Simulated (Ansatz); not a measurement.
Dissociation curve of AlH, singlet.

- UHF/cc-pVQZ (Ansatz, a program for electronic structure)
- RHF/cc-pVQZ (Ansatz)
- UKS-B3LYP = unrestricted B3LYP/cc-pVQZ in Ansatz
- RKS-B3LYP = restricted B3LYP/cc-pVQZ (Ansatz)
- UKS-CAM-B3LYP = unrestricted CAM-B3LYP/cc-pVQZ run with Ansatz
- RKS-CAM-B3LYP = restricted CAM-B3LYP/cc-pVQZ run with Ansatz

Scanned distances (Å): 1.23, 1.34, 1.40, 1.49, 1.58, 1.59, 1.66, 1.70, 1.79, 1.84, 1.91, 2.04, 2.23, 2.52, 2.74, 2.93, 3.33, 3.67, 4.08, 4.42, 4.99, 5.84, 6.65.

Problem. Where does the unrestricted solution first break spin symmetry (<S²> of 0.01 or more)?

Solution. UHF: already at 1.23 Å; UKS-B3LYP: between 2.74 and 2.93 Å; UKS-CAM-B3LYP: between 2.74 and 2.93 Å.

```csv
R / Å,<S²> UHF,E(RHF) − E(UHF) / kcal/mol,<S²> UKS-B3LYP,E(RKS-B3LYP) − E(UKS-B3LYP) / kcal/mol,<S²> UKS-CAM-B3LYP,E(RKS-CAM-B3LYP) − E(UKS-CAM-B3LYP) / kcal/mol
1.23,0.34,1.5,0.00,0.0,0.00,0.0
1.34,0.30,1.1,0.00,0.0,0.00,0.0
1.40,0.28,0.9,0.00,0.0,0.00,0.0
1.49,0.24,0.7,0.00,0.0,0.00,0.0
1.58,0.21,0.5,0.00,0.0,0.00,0.0
1.59,0.20,0.5,0.00,0.0,0.00,0.0
1.66,0.17,0.3,0.00,0.0,0.00,0.0
1.70,0.16,0.3,0.00,0.0,0.00,0.0
1.79,0.12,0.2,0.00,0.0,0.00,0.0
1.84,0.10,0.1,0.00,0.0,0.00,0.0
1.91,0.07,0.1,0.00,0.0,0.00,0.0
2.04,0.01,0.0,0.00,0.0,0.00,0.0
2.23,0.00,0.0,0.00,0.0,0.00,0.0
2.52,0.27,0.9,0.00,0.0,0.00,0.0
2.74,0.56,5.0,0.00,0.0,0.00,0.0
2.93,0.71,10.0,0.05,0.0,0.21,0.6
3.33,0.89,21.9,0.44,2.6,0.57,5.1
3.67,0.96,31.8,0.62,6.2,0.74,10.4
4.08,0.99,42.5,0.75,10.5,0.87,17.0
4.42,1.01,50.2,0.82,13.7,0.93,22.1
4.99,1.02,60.8,0.90,18.1,0.98,29.6
5.84,1.02,72.4,0.97,22.5,1.00,37.8
6.65,1.02,79.9,1.00,25.3,1.01,42.9
```
